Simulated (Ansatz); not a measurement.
Stretching the B1–Br4 bond in BBrH2 (SMILES BBr) (multiplicity 1 held, fragments rigid). Energies count from the point at 1.903 Å.
Geometry at that point (charge 0, multiplicity 1):
| atom | x (Å) | y (Å) | z (Å) |
|---|---|---|---|
| B | -0.8490 | -1.2912 | 0.2112 |
| H | -0.4717 | -2.0737 | 1.0149 |
| H | -1.8265 | -1.4215 | -0.4431 |
| Br | 0.1869 | 0.2843 | -0.0465 |

Active spaces are followed from a long bond inwards.

Correlated levels freeze the cores. Filled d and f shells under p-block atoms count as core.

Run with Ansatz (a quantum-chemistry and plane-wave program) with Gaussian orbitals. 

Task: Predict the energy at R = 6.090 Å from FIC-MRCISD+Q on CASSCF(6,4)/cc-pVDZ.

Result: 104.9 kcal/mol

Doubts at one or more of the structures used: active orbitals that take no part (FIC-MRCISD+Q on CASSCF(6,4)/cc-pVDZ).
